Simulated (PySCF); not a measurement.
**An excited-state table with gaps**

Compound: In(NMe2)3, C6H18InN3.
SMILES: `C[N](C)[In]([N](C)C)[N](C)C`

Level of theory: TDDFT CAM-B3LYP/def2-SVPD, vertical, gas phase, core orbitals frozen in the response, def2 core potentials past Kr (PySCF 2.14.0, density-fitted response routines). Isolated species at its PBE0-D3(BJ)/def2-SVP geometry, gas phase. Spin–orbit coupling is left out.

Orbital energies (eV): HOMO-3 -9.83, HOMO-2 -7.71, HOMO-1 -7.01, HOMO -7.00, LUMO 0.20, LUMO+1 0.65, LUMO+2 1.05.

Lowest singlets, with some entries withheld (?). The highest level found (6.18 eV, f 0.0000 so far) is left out, since the window may have cut off a degenerate partner. Orbitals of the list HOMO-3 to LUMO+2 that lie within 0.01 eV of each other are written together with a slash and their weights summed (≥ marks a lower bound); for degenerate orbitals outside that list single weights are arbitrary.

```
state  E (eV)       f   main configurations (H = HOMO, L = LUMO)
   S1    4.02  0.0026                      H→L (86%), H→L+2 (9%)
   S2    4.04  0.0014                  H-1→L (86%), H-1→L+2 (9%)
   S3    4.81   0.025                                H-2→L (84%)
   S4    4.84   0.111                                H→L+1 (94%)
   S5       ?   0.107                              H-1→L+1 (94%)
   S6       ?   0.012                                H→L+2 (71%)
   S7       ?  0.0090                              H-1→L+2 (70%)
   S8       ?  0.0005                              H-2→L+1 (93%)
   S9       ?   0.067  H-2→L+2 (41%), H→L+3 (24%), H-1→L+4 (21%)
```

Task: Fill in the withheld entries.

Result: 
- S5: E = 4.85 eV
- S6: E = 5.51 eV
- S7: E = 5.52 eV
- S8: E = 5.58 eV
- S9: E = 5.86 eV

Task: How far apart are S1 and S9, in eV and cm⁻¹?

Result: 5.865 − 4.022 = 1.843 eV, or about 14860 cm⁻¹.

Task: What is the mean static polarisability from the same response equations?

Result: 140.4 au (20.81 Å³), with principal values 107.4, 156.8 and 157.1 au.

Task: Where do the lowest triplets lie (Tamm–Dancoff)?

Result: T1 3.67 eV, H→L (79%), H→L+2 (13%); T2 3.69 eV, H-1→L (79%), H-1→L+2 (13%); T3 4.27 eV, H→L+1 (83%); T4 4.28 eV, H-2→L (41%), H-1→L+1 (33%), H→L+1 (10%). E(S1) − E(T1) = +0.35 eV.
